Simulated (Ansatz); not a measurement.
Species: BF, charge 1, multiplicity 2. 
Coordinates optimised at B3LYP-D3(BJ)/def2-TZVP (Ansatz, an electronic-structure program):
```
B
F 1 1.2149
```
Charge +1, spin multiplicity 2.

Basis-set convergence of Hartree-Fock and CCSD(T) correlation energies (hartree) with Ansatz. Valence correlation only, unless marked. Open shells are spin-unrestricted. Spin-orbit coupling is left out. Non-relativistic.

| basis | functions | E(HF) | E(corr, CCSD(T)) |
|---|---|---|---|
| cc-pVDZ | 28 | -123.74394 | -0.23461 |
| cc-pVTZ | 60 | -123.79528 | -0.30141 |
| cc-pVQZ | 110 | -123.80598 | -0.32617 |
| cc-pV5Z | 182 | -123.80864 | -0.33524 |

Extrapolating the two largest sets (X = 4 and 5) as X^-3: E(corr) = (125·(-0.33524) - 64·(-0.32617))/61 = -0.3448 Eh, an estimate of the basis-set limit. The largest set recovers 97.2 % of it, the smallest 68.0 %.
